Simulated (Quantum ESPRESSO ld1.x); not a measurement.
Values are calculated unless marked as measured or tabulated.
K8+, configuration [Ne] 3s1.

Level of theory: Dirac Kohn-Sham, PBE, spin-unpolarised, spherical densities, point nucleus (ld1.x of Quantum ESPRESSO 7.5).

Energy parts (eV):
total: -15786.2
kinetic: 15904.7
electron-nucleus: -35654.0
Hartree: 4749.7
exchange-correlation: -786.6

Orbitals (lengths in bohr, moments of r in powers of bohr; r(90%) holds 90 % of the orbital's charge):
| orbital | occ. | eigenvalue (eV) | <1/r> | r(90%) | <r> |
|---|---|---|---|---|---|
| 1s1/2 | 2 | -3696.92 | 18.72 | 0.145 | 0.08101 |
| 2s1/2 | 2 | -517.251 | 3.845 | 0.597 | 0.3834 |
| 2p1/2 | 2 | -447.250 | 3.770 | 0.566 | 0.3435 |
| 2p3/2 | 4 | -444.274 | 3.735 | 0.570 | 0.3459 |
| 3s1/2 | 1 | -165.833 | 1.347 | 1.54 | 1.057 |

The highest occupied level is 3s1/2 at -165.83 eV. For comparison, the ionisation energy in NIST's Atomic Spectra Database is 175.82 eV (semi-empirical). In exact Kohn-Sham theory the highest level is minus the ionisation energy, but local and semilocal functionals leave it too shallow, through self-interaction and a potential that decays too fast; potentials with the right tail come closer. Summed over all electrons, <r^2> = 2.518 bohr^2, which gives a Langevin (diamagnetic) susceptibility term of -1.99 x 10^-6 cm^3/mol.

Beside tabulated values, note that spin-unpolarised runs miss the spin-polarisation part of the exchange energy of open shells.
